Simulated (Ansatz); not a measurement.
`[OH][AlH][Zn][F]` + HCl → `[F][Zn][Cl]` + `[OH][AlH2]` at 500 K and 1 bar (cleavage of the Zn–Al bond).

Isolated molecules relaxed with PBE0-D4/def2-TZVP in Ansatz; ΔE leaves out vibrations. CBS: MP2 limit from def2 TZ/QZ plus the TZ coupled-cluster correction, frozen cores. This one scheme is used for every species. For Zn outer-core shells are correlated without core-valence functions, which leaves a few kJ/mol of doubt a bond. Scalar relativity is left out up to krypton. Each species was taken in one conformer, which may not be the lowest.

```json
{"species": "`[OH][AlH][Zn][F]`", "CCSD(T)/CBS energy (Eh)": "-2196.65987", "H − E (kJ/mol)": "99.9", "S (J/(mol·K))": "392.2"}
{"species": "HCl", "CCSD(T)/CBS energy (Eh)": "-460.38127", "H − E (kJ/mol)": "32.5", "S (J/(mol·K))": "201.9"}
{"species": "`[F][Zn][Cl]`", "CCSD(T)/CBS energy (Eh)": "-2338.03728", "H − E (kJ/mol)": "33.1", "S (J/(mol·K))": "300.1"}
{"species": "`[OH][AlH2]`", "CCSD(T)/CBS energy (Eh)": "-319.03157", "H − E (kJ/mol)": "95.7", "S (J/(mol·K))": "286.7"}
```

H − E and S are ideal-gas, rigid-rotor, harmonic terms from PBE0-D4/def2-TZVP, for one conformer and one mirror image of each species. 1 Eh = 2625.50 kJ/mol, R = 8.31446 J/(mol·K).

Question: By hand: ΔE, ΔH, ΔS and ΔG.

Answer: ΔE = (-2338.03728) + (-319.03157) − (-2196.65987) − (-460.38127) = -0.02771 Eh = -72.8 kJ/mol. Δ(H − E) = 33.1 + 95.7 − 99.9 − 32.5 = -3.6, so ΔH = -76.4 kJ/mol. ΔS = 300.1 + 286.7 − 392.2 − 201.9 = -7.3 J/(mol·K). ΔG = -76.4 − 500 × (-7.3)/1000 = -72.8 kJ/mol.

Question: By hand: the equilibrium constant, and the temperature at which ΔG would vanish if ΔH and ΔS stayed fixed.

Answer: log₁₀ K = −ΔG/(RT ln 10) = 7.6. ΔG = 0 at ΔH/ΔS = 10466 K, far beyond where these terms or the molecules hold.

The number of gas molecules stays the same, so ΔS is small and ΔH decides. A doubt of 5 kJ/mol in ΔE shifts log₁₀ K by 0.5 here. Other conformers and mirror images would add mixing entropy, several J/(mol·K) or more a flexible species. These are equilibria of isolated gas molecules and say nothing of rates. Largest T1 diagnostic: 0.016 (customary marks: 0.02 for closed shells, 0.045 for open ones).
